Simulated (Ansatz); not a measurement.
Compare A (`FC[N]1[CH2][AlH]1`) with its isomer B (`C=C(F)[NH][AlH2]`).

Program: Ansatz. Geometries: PBE0-D4/def2-TZVP. ΔE: electronic, gas phase. CBS: MP2 limit from def2 TZ/QZ plus the TZ coupled-cluster correction, frozen cores. Functionals use def2-TZVPP. B3LYP here is the variant with VWN-RPA as its local correlation; programs differ in this. Each species was taken in one conformer, which may not be the lowest.

**Question.** Which isomer does CCSD(T)/CBS put lower? Give the gap. (An estimate is asked.)

**Answer.** The calculation gave: B, by 31.7 kcal/mol.

**Question.** Give E(B) − E(A) in kcal/mol with B3LYP-D4, MP2/def2-TZVPP, ωB97M-V, r2SCAN-D4, CCSD/def2-TZVPP, PBE0-D4, B3LYP. (Estimate.)

**Answer.** Ansatz gave: B3LYP-D4 -34.1, MP2/def2-TZVPP -30.8, ωB97M-V -32.4, r2SCAN-D4 -32.8, CCSD/def2-TZVPP -32.9, PBE0-D4 -31.0, B3LYP -34.1. None reverses the order clearly.

Largest T1 diagnostic: 0.014.

From PBE to PBE0 (25 % exact exchange), in def2-TZVPP and without D4, E(B) − E(A) moves by −0.7 kcal/mol. In def2-TZVPP, CCSD(T) changes the Hartree–Fock value by +7.7 kcal/mol (the triples alone add +0.6 kcal/mol) and MP2 by +9.2 kcal/mol.
